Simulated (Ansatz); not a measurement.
Molecule: 1,1-difluoro-1-methoxyethane, C3H6F2O, net charge 0, singlet state. 
Coordinates optimised at B3LYP-D3(BJ)/def2-TZVP (Ansatz, a program for electronic structure):
SMILES: FC(C)(F)OC
```xyz
12

C      1.6896    -1.0185     0.2085
O      0.9300     0.1437     0.5371
C     -0.3139     0.2409    -0.0185
C     -1.2971    -0.8555     0.3206
F     -0.7976     1.4389     0.3963
F     -0.2022     0.3290    -1.3935
H      1.2729    -1.9125     0.6787
H      1.7462    -1.1582    -0.8719
H      2.6865    -0.8408     0.6028
H     -2.2649    -0.6085    -0.1111
H     -1.3901    -0.9337     1.4027
H     -0.9645    -1.8081    -0.0871
```

Basis-set convergence of Hartree-Fock and CCSD correlation energies (hartree) with Ansatz. Correlated levels leave the core frozen unless marked. No spin-orbit coupling. Non-relativistic.

| basis | functions | E(HF) | E(corr, CCSD) |
|---|---|---|---|
| cc-pVDZ | 114 | -390.86439 | -1.01938 |
| cc-pVTZ | 264 | ? | ? |

### Question
Complete the blanks.

### Answer

- cc-pVTZ, E(HF): -390.99221
- cc-pVTZ, E(corr, CCSD): -1.27962
